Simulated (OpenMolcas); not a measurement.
Computed levels of neutral silicon

```json
{
 "Program": "OpenMolcas",
 "Method": "SS-RASPT2, IPEA 0.25 Eh, imaginary shift 0.1 Eh (closed shells correlated: 2s 2p)",
 "Basis": "ANO-RCC-VQZP [6s5p3d2f1g]",
 "Scalar Hamiltonian": "DKH2, point nucleus",
 "Active space": "4 electrons in 9 orbitals (RAS2 3s 3p; RAS3 3d, at most 2 electrons)",
 "State averaging": "2S+1 = 3 even, 3 roots; 2S+1 = 1 even, 6 roots; 2S+1 = 5 odd, 1 root; 2S+1 = 3 odd, 8 roots; 2S+1 = 1 odd, 5 roots",
 "Spin-orbit coupling": "RASSI with atomic mean-field integrals over the reference wave functions, term energies averaged over their components"
}
```

With spin-orbit coupling, above the lowest level:

| Configuration | Term | J | E (cm⁻¹) | Measured (cm⁻¹) | g | Term weight % |
| --- | --- | --- | --- | --- | --- | --- |
| 3s² 3p² | ³P | 0 | 0.0 | 0.0 |  | 100 |
| 3s² 3p² | ³P | 1 | 67.2 | 77.1 | 1.501 | 100 |
| 3s² 3p² | ³P | 2 | 196 | 223 | 1.501 | 100 |
| 3s² 3p² | ¹D | 2 | 6230 | 6299 | 1.000 | 100 |
| 3s² 3p² | ¹S | 0 | 15480 | 15394 |  | 100 |
| 3s 3p³ | ⁵S° | 2 | 31850 | 33326 | 2.002 | 100 |
| 3s 3p³ | ³D° | 1 | 45480 | 45276 | 0.499 | 100 |
| 3s 3p³ | ³D° | 2 | 45490 | 45294 | 1.167 | 100 |
| 3s 3p³ | ³D° | 3 | 45500 | 45322 | 1.334 | 100 |

Against the 8 measured excited levels shown (NIST Handbook of Basic Atomic Spectroscopic Data) the mean absolute deviation is 280 cm-1; the largest miss in energy is 3s 3p³ ⁵S°₂: computed 31850, measured 33326 cm⁻¹ (-4.4 %), and the largest in proportion 3s² 3p² ³P₁ (-12.8 %).

Spin-orbit coupling puts the lowest level 132 cm⁻¹ below the lowest spin-free term.

For ³P the intervals divided by the larger J are 67.2, 64.4 cm-1. Landé's interval rule makes them equal in pure LS coupling; they differ by 4 % of their mean. The multiplet is regular.

CASPT2 breaks the degeneracy within a term, and the mean is taken; among the terms shown or strongly mixed into the levels shown the widest spread is 19 cm-1 (3s² 3p² ¹D). The run also gave levels led by 3s² 3p 3d, which use shells meant for correlation; these and all levels above them are left out. Some terms mix strongly with configurations of 3d, whose occupation reaches 0.32 (3s 3p³ ³D°). Computed and measured levels are paired by configuration, term and J; levels that our copy of the source lacks, or whose pairing is in doubt (as where it misses far off the trend of its configuration), stay unpaired and out of the deviations. Levels of configurations outside the active space are missing. The first state left out of the spin-orbit step lies near 80000 cm-1 above the lowest spin-free state of the reference (among the parities and spins computed), and the list stops at four fifths of that energy or lower.

The term weight is that of the spin-free term in the level, not the purity of its configuration. ° marks odd parity.
